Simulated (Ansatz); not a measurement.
Program: Ansatz. Geometries: PBE0-D4/def2-TZVP. ΔE: electronic, gas phase. CCSD(T)/CBS adds triple-zeta CCSD(T) − MP2 to the extrapolated MP2 energy (def2 sets, frozen cores). Functionals use def2-TZVPP. B3LYP here is the variant with VWN-RPA as its local correlation; programs differ in this. Elements past krypton have def2 core potentials. For In, Se outer-core shells are correlated without core-valence functions, which leaves a few kJ/mol of doubt a bond. Scalar relativity is left out up to krypton. One conformer a species, not always the lowest.

`C=[CH][In]([F])[F]` + `C[Se]C#N` → `C[Se][In]([F])[F]` + `C=CC#N`  (formal exchange of groups at the In–C bond)

`C=[CH][In]([F])[F]`:

```xyz
8

C    -0.410   -1.178   -0.875
C     0.313   -0.733    0.146
In    0.250    1.286    0.717
F     1.188    2.203    2.144
F    -0.856    2.594   -0.203
H    -0.376   -2.224   -1.173
H    -1.062   -0.538   -1.461
H     0.952   -1.411    0.704
```

`C[Se]C#N`:

```xyz
7

C     0.237   -0.468   -0.879
Se   -0.899    0.985   -0.248
C    -0.446    0.851    1.519
N    -0.176    0.786    2.640
H     1.278   -0.238   -0.668
H     0.072   -0.515   -1.954
H    -0.067   -1.401   -0.411
```

`C[Se][In]([F])[F]`:

Cartesian coordinates in Å:
```
C -0.751 0.121 1.333
Se -0.449 -1.452 0.194
In 0.840 -0.327 -1.567
F 1.204 1.579 -1.450
F 1.614 -1.073 -3.173
H -1.319 0.878 0.800
H -1.332 -0.251 2.175
H 0.193 0.525 1.688
```

`C=CC#N`:

Cartesian coordinates in Å:
```
C 0.432 -0.951 0.106
C 0.263 0.318 -0.252
C -0.896 1.067 0.100
N -1.825 1.690 0.373
H -0.311 -1.481 0.689
H 1.327 -1.489 -0.180
H 1.009 0.846 -0.835
```

```tsv
level	ΔE (kJ/mol)	difference from CCSD(T)/CBS
LDA (SPW92)	-136.9	-4.9
revPBE-D4	-130.3	1.7
r2SCAN-D4	-137.7	-5.7
B3LYP-D4	-137.0	-5.0
CAM-B3LYP-D4	-134.1	-2.1
ωB97X-V	-129.1	2.9
ωB97M-V	-129.3	2.7
B2PLYP	-132.1	-0.1
PBE-QIDH	-134.3	-2.3
B3LYP	-136.7	-4.7
r2SCANh	-138.9	-6.9
BHLYP	-141.8	-9.8
CAM-B3LYP	-133.7	-1.7
MP2/def2-SVP	-145.1	-13.1
CCSD/def2-SVP	-145.3	-13.3
HF/CBS(def2)	-146.3	-14.3
CCSD(T)/CBS	-132.0	0
```

Largest T1 diagnostic among the species: 0.016.

At CCSD(T), def2-SVP lies −11.6 kJ/mol from the extrapolated value and def2-TZVPP +8.6 kJ/mol. Leaving LDA and LC-ωPBE aside and taking each functional with its dispersion term where it has one, the values, not all of them listed here, spread over 14.3 kJ/mol, from BHLYP-D4 to ωB97X-V. LDA lies −3.9 kJ/mol from PBE without D4. From PBE to PBE0 (25 % exact exchange), in def2-TZVPP and without D4, ΔE moves by −4.5 kJ/mol.
